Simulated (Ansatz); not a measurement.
GeO₂⁻, relaxed as a doublet with UKS PBE-D4/def2-TZVPD in Ansatz, starting from the GFN2-xTB geometry. Force threshold 0.02 eV/Å.

The highest occupied level of the charge -1 doublet lies above zero (up to 0.21 eV). By energy differences its removal costs 2.95 eV (vertical, to the charge 0 singlet, at PBE-D4/def2-TZVPD); a positive level beside a positive removal energy at the same level points to self-interaction error. The relaxation made no stability test and no search for a lower SCF solution. The structure comes from a short search, and lower isomers may exist.

Start:

Cartesian coordinates in Å:
```
Ge -0.059 -0.488 -0.182
O 1.231 -0.173 0.819
O -1.171 0.661 -0.637
```

```json
{"step": "1", "energy (eV)": "-60602.4949", "largest force component (eV/Å)": "2.019", "SCF passes": "18"}
{"step": "2", "energy (eV)": "-60602.6080", "largest force component (eV/Å)": "0.843", "SCF passes": "23"}
{"step": "3", "energy (eV)": "-60602.6396", "largest force component (eV/Å)": "0.082", "SCF passes": "26"}
{"step": "4", "energy (eV)": "-60602.6407", "largest force component (eV/Å)": "0.028", "SCF passes": "22"}
{"step": "5", "energy (eV)": "-60602.6407", "largest force component (eV/Å)": "0.000", "SCF passes": "17"}
```

Force components are those of the run's own axes.

End:

```xyz
3

Ge   -0.053   -0.434   -0.162
O     1.311   -0.229    0.859
O    -1.258    0.663   -0.697
```

By distances, no bond broke or formed. The bond that changes most is Ge1–O3, from 1.66 to 1.72 Å (atoms count from 1).

No frequencies were taken in this run, so the end may be a saddle point.

Run time 4.5 s (4 threads of Arm Neoverse V2 on a shared host).
